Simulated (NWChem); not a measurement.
Lowest excitation of CHCl

```xyz
3

C      1.0579    -0.5466     0.0000
Cl    -0.4752     0.1724     0.0000
H      1.7315     0.3489     0.0000
```
Charge 0, spin multiplicity 1.

All runs are NWChem calculations. Structure: optimised with PBE0/def2-SVP, a minimum by its harmonic frequencies.

Basis set: aug-cc-pVDZ.

The correlated methods keep 6 core orbitals frozen. The structure started from a generated list of species. Coupled-cluster values serve here as a point of comparison, not as the truth.

Task: Order these methods by the lowest vertical singlet excitation energy they give, lowest first: TDA-CAM-B3LYP, CIS, EOM-CCSD, TD-PBE.

Result: TD-PBE (1.69 eV), TDA-CAM-B3LYP (1.94 eV), EOM-CCSD (2.04 eV), CIS (2.13 eV)
